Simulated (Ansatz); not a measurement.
The H–H spacing of H4 rectangle is stretched (multiplicity 1).
Geometry at rest (charge 0, multiplicity 1):
```xyz
4

H      0.000     0.000     0.000
H      0.000     0.000     1.000
H      4.000     0.000     0.000
H      4.000     0.000     1.000
```

The values were computed with Ansatz (Gaussian orbitals). Values without a source in brackets are computed.

FIC-MRCISD+Q on CASSCF(4,4)/cc-pVTZ, total energies (hartree):

```tsv
R (Å)	CASSCF	MRCISD	weight c² of the reference
4.000	-2.258074	-2.290909	0.98605
4.000	-2.258074	-2.290909	0.98605
4.000	-2.258074	-2.290909	0.98605
```

Add the Davidson correction (E_MRCISD − E_CASSCF)(1 − c²)/c² and give the energies above the first point at the three levels.


Corrections (hartree): -0.000465, -0.000465, -0.000465. Above the first point (kcal/mol):
- R = 4.000 Å: CASSCF 0.0, MRCISD 0.0, with the correction 0.0
- R = 4.000 Å: CASSCF 0.0, MRCISD 0.0, with the correction 0.0

Ansatz is a quantum-chemistry and plane-wave program.
